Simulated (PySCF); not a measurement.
Compound: FH₅SeSi₂.
Atom-mapped SMILES: `[F:1][SiH2:2][Se:3][SiH3:4]` (hydrogens: H5, H6 on Si2; H7, H8, H9 on Si4)

Method: PBE0-D3(BJ)/def2-SVP geometry optimisation, gas phase in PySCF; density fitting, grid level 1; the optimiser is geomeTRIC in internal coordinates, started from a GFN2-xTB structure with every atom displaced at random (about 0.01 Å).

Step 0: E = -83873.7063 eV
```
atom  x, y, z in Å  |  force x, y, z in eV/Å
F1      1.3207    1.4312   -0.6248   -0.607   1.721  -0.740
Si2     1.7612    0.0262   -0.0525   -0.544  -1.032   0.164
Se3     0.0645   -1.4575   -0.3663    0.549  -0.521  -0.159
Si4    -1.7233   -0.1465    0.0659    0.341  -0.181   0.437
H5      2.8881   -0.3923   -0.8713    0.583  -0.442  -0.096
H6      2.0025    0.2946    1.3555    0.327  -0.142   0.676
H7     -1.7323    0.9708   -0.8602   -0.141   0.632  -0.412
H8     -2.8558   -1.0526   -0.1542   -0.399  -0.199  -0.044
H9     -1.6677    0.3089    1.4741   -0.109   0.164   0.174
```

Question: Estimate the geometry and energy of step 1. (The exact step hangs on the optimiser's Hessian estimate; all steps are aligned on step 0, rigid shifts and turns removed.)

Answer: E = -83873.8469 eV, largest force 0.506 eV/Å
```
atom  x, y, z in Å  |  force x, y, z in eV/Å
F1      1.2221    1.5041   -0.6770    0.109  -0.466   0.165
Si2     1.6805    0.0484   -0.0758    0.228   0.210  -0.070
Se3     0.1167   -1.5303   -0.4799   -0.210   0.221   0.034
Si4    -1.6560   -0.1582    0.0669   -0.105  -0.084  -0.157
H5      2.9163   -0.4354   -0.7471   -0.006   0.104  -0.089
H6      1.9560    0.2401    1.3735   -0.145   0.089   0.014
H7     -1.7558    1.0006   -0.8682    0.045  -0.060   0.026
H8     -2.8517   -1.0346   -0.0930    0.000   0.017   0.046
H9     -1.5704    0.3482    1.4668    0.084  -0.030   0.032
```

The energy changes by -0.1406 eV. The first-order estimate −F·Δx gives -0.3915 eV and the mean of the old and new forces, exact on a quadratic surface, -0.1410 eV. The step makes an angle of 63° with the force vector and moves no atom by more than 0.145 Å.

The cost below is that of the whole optimisation. The run took 41 s wall on one thread, Arm Neoverse V2 (aarch64), shared host, and the process peaked at 0.44 GiB of memory.
